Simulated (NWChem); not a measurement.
System meant: SnNH$_{5}$; SMILES [NH2][SnH3]

Input file for NWChem:

```
start job
memory heap 200 mb stack 900 mb global 1100 mb
geometry units angstroms noautoz
  Sn    -0.022738     0.278468     0.000000
  N     -0.079542    -1.770082     0.000000
  H     -0.851008     0.769278    -1.416270
  H     -0.851008     0.769278     1.416270
  H      1.570860     0.939718     0.000000
  H      0.373441    -2.174629    -0.818100
  H      0.373441    -2.174629     0.818100
end
basis spherical
  Sn library def2-svp
  N library def2-svp
  H library def2-svp
end
ecp
  Sn library def2-ecp
end
dft
  xc xpbe96 cpbe96
  iterations 4
  mulliken
end
task dft energy
```

End of the output:

```
    Atom       Charge   Shell Charges
 -----------   ------   -------------------------------------------------------
    1 Sn  22    21.61   1.18  0.77  0.74  0.40  3.01  2.86  1.45  0.93  9.42  0.85
    2 N    7     7.26   1.97  0.75  0.48  2.18  1.85  0.03
    3 H    1     1.08   0.60  0.45  0.03
    4 H    1     1.08   0.60  0.45  0.03
    5 H    1     1.10   0.60  0.47  0.03
    6 H    1     0.94   0.60  0.22  0.13
    7 H    1     0.94   0.60  0.22  0.13

 center of mass
 --------------
 x =  -0.01078469 y =  -0.09532405 z =   0.00000000

 moments of inertia (a.u.)
 ------------------
         249.070856782373           0.000000000000           0.000000000000
           0.000000000000          34.623849900163           0.000000000000
           0.000000000000           0.000000000000         245.183762837986

     Multipole analysis of the density
     ---------------------------------

     L   x y z        total         alpha         beta         nuclear
     -   - - -        -----         -----         ----         -------
     0   0 0 0     -0.000000    -17.000000    -17.000000     34.000000

     1   1 0 0      0.447666      0.094881      0.094881      0.257904
     1   0 1 0      0.101868     -7.460785     -7.460785     15.023437
     1   0 0 1     -0.000000     -0.000000     -0.000000      0.000000

     2   2 0 0    -26.151422    -20.651906    -20.651906     15.152390
     2   1 1 0      2.499674      0.000179      0.000179      2.499316
     2   1 0 1      0.000000      0.000000      0.000000      0.000000
     2   0 2 0    -24.268363    -74.766522    -74.766522    125.264682
     2   0 1 1      0.000000      0.000000      0.000000      0.000000
     2   0 0 2    -24.185489    -21.645728    -21.645728     19.105968

 ------------------------------------------------------------------------
 dft energy failed                                                                                  0
 ------------------------------------------------------------------------
 ------------------------------------------------------------------------
  current input line :
    25: task dft energy
 ------------------------------------------------------------------------
 ------------------------------------------------------------------------
 This type of error is most commonly associated with calculations not reaching convergence criteria
 ------------------------------------------------------------------------
 For more information see the NWChem manual at https://nwchemgit.github.io

0:dft energy failed:Received an Error in Communication
```

Can this run be used? If not, why, and what is the fix?

Convergence was not reached. Cause: the SCF was allowed too few iterations. This input runs:
```
start job
memory heap 200 mb stack 900 mb global 1100 mb
geometry units angstroms noautoz
  Sn    -0.022738     0.278468     0.000000
  N     -0.079542    -1.770082     0.000000
  H     -0.851008     0.769278    -1.416270
  H     -0.851008     0.769278     1.416270
  H      1.570860     0.939718     0.000000
  H      0.373441    -2.174629    -0.818100
  H      0.373441    -2.174629     0.818100
end
basis spherical
  * library def2-svp
end
ecp
  Sn library def2-ecp
end
dft
  xc xpbe96 cpbe96
  iterations 150
  mulliken
end
task dft energy
```
It converges to -271.89265 Ha (PBE/def2-SVP with def2 effective core potentials on Sn).
